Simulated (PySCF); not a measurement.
(E)-1-bromo-1-chloro-2-fluoroethene (C₂HBrClF), SMILES F/C=C(\Cl)Br.

Coordinates come from a TPSSh-D3(BJ)/def2-SVP optimisation.

Two levels are set side by side: PBE/def2-TZVP (PySCF) and M06-2X/def2-TZVP (PySCF). Same geometry, gas phase. Differences are taken from unrounded values.

```csv
quantity,M06-2X,PBE,PBE minus M06-2X
orbital gap (eV),8.84,4.40,-4.45
highest occupied level (eV),-8.57,-6.14,2.43
lowest empty level (eV),0.27,-1.74,-2.02
dipole moment (D),1.27,1.06,-0.21
mean polarisability (bohr³),55.4,57.4,2.1
```

PBE's occupied levels lie high since its potential decays too fast outside the molecule; exact exchange lowers them and widens the gap. PBE's more diffuse valence density responds more strongly to a field. Differences between two approximate levels are no errors against the true value.

Rough cost on one machine, each run with all the roots and properties that it gave: M06-2X against PBE about 4 times.
